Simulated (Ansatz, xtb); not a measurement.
## Relative energy of two structures of FGeHSi

Structure I: a singlet given by its coordinates. Structure II: a singlet given by its coordinates. Both are isolated molecules in the gas phase, relaxed with PBE0-D4/def2-TZVP.

I (Å):

```xyz
4

F     0.5974    0.2106    1.0240
Ge    1.2233   -0.8489   -0.7803
Si   -0.0141   -1.4347    1.1111
H    -0.5133   -1.0953   -0.5335
```

Close contacts (Å): F1–Ge2 2.18, F1–Si3 1.76, Ge2–Si3 2.33, Ge2–H4 1.77, Si3–H4 1.75.

II (Å):

```yaml
atoms:
  - { symbol: F, position_ang: [-2.6115, -2.1447, -1.9755] }
  - { symbol: Ge, position_ang: [-1.7984, -3.8692, 0.9399] }
  - { symbol: Si, position_ang: [-1.4815, -2.7799, -1.0308] }
  - { symbol: H, position_ang: [-0.1622, -2.5298, -1.6770] }
```

Close contacts (Å): F1–Si3 1.60, Ge2–Si3 2.27, Si3–H4 1.49.

**Question.** Estimate E(II) − E(I) at the level CCSD(T)/def2-TZVPP.

**Answer.** Calculated at CCSD(T)/def2-TZVPP: E(II) − E(I) = −41.6 kJ/mol, so structure II lies lower.

The same difference at several levels:

```
             level           geometry  E(II) − E(I) (kJ/mol)  departure from the last row (kJ/mol)  job, with rough time for the two
 PBE0-D4/def2-TZVP  PBE0-D4/def2-TZVP                   −29.0                                 +12.6                optimisation, 39 s
     HF/def2-TZVPP  PBE0-D4/def2-TZVP                   −73.0                                 −31.4           part of the CCSD(T) run
    MP2/def2-TZVPP  PBE0-D4/def2-TZVP                   −40.8                                  +0.8           part of the CCSD(T) run
CCSD(T)/def2-TZVPP  PBE0-D4/def2-TZVP                   −41.6                                                      single point, 46 s
```

None of the levels shown reverses the order. The largest departure from CCSD(T)/def2-TZVPP is that of HF/def2-TZVPP, 31.4 kJ/mol. At CCSD(T)/def2-TZVPP a triplet with the links of II lies below this singlet. Levels run at GFN2-xTB geometries aren't shown.

With harmonic frequencies from PBE0-D4/def2-TZVP (ideal gas, rigid rotor, one conformer each, 298.15 K, 1 atm): the zero-point term adds +2.7 kJ/mol; ΔH is −38.1 and ΔG −40.1 kJ/mol.

The correlated steps freeze 15 core orbitals; the filled d shell of Ge is correlated, in a basis made for valence electrons. Mirror images aren't counted in ΔG. Run with Ansatz 0.2.0; the last row on 2 threads of Intel(R) Xeon(R) Platinum 8375C CPU @ 2.90GHz (Ice Lake) on a shared host.
